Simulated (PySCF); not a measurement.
Molecule: SMILES FC(F)O[C@H]1C[C@@H](F)C1, C5H7F3O.

Bonds (- single, = double, # triple, : aromatic): F1-C2, C2-F3, C2-O4, O4-C5, C5-C6, C6-C7, C7-F8, C7-C9, C9-C5. C2 carries H10; C5 carries H11; C6 carries H12, H13; C7 carries H14; C9 carries H15, H16. Stereochemistry as in FC(F)O[C@H]1C[C@@H](F)C1. H12, H15 are cis to O4 on the ring; H13, H16 are trans to O4 on the ring.

Frames of a GFN2-xTB Langevin trajectory at 300 K; GIAO PBE0/pcSseg-1 shieldings in PySCF, gas phase, non-relativistic; equivalent atoms averaged within each frame.

Referencing at the same level of theory: 19F (170.95 ppm) vs CFCl3; 13C (186.93 ppm), 1H (31.72 ppm) against TMS; 17O (336.08 ppm) vs H2O. The references are static minima.

Task: How do the shifts (ppm) fluctuate along the trajectory?

Result: 
```tsv
time (fs)	F1/F3	F8	C2	C7	C5	C6/C9	O4	H10	H14	H11
optimised geometry	-95.4	-188.8	125.5	82.3	66.1	42.4	145.0	6.22	4.85	3.71
250	-84.4	-192.5	128.1	81.4	68.2	42.4	139.6	5.44	4.92	3.41
425	-93.7	-205.0	124.4	83.1	67.0	44.6	137.8	6.31	5.05	3.68
625	-95.8	-203.3	123.7	85.8	65.9	49.2	137.1	5.82	5.36	4.07
800	-98.0	-165.2	125.2	90.8	68.2	39.9	156.3	6.77	4.90	4.24
1000	-86.7	-195.4	129.7	76.7	64.8	41.5	147.2	6.56	5.40	3.86
mean of frames	-91.7	-192.3	126.2	83.5	66.8	43.5	143.6	6.18	5.12	3.85
standard deviation	5.9	16.0	2.6	5.2	1.5	3.6	8.2	0.54	0.24	0.33
```

5 frames give an uncertainty of the mean of about the standard deviation over 2.2 at best, since frames this close in time may not be independent; classical motion lacks zero-point vibration, and the reference would need the same averaging.
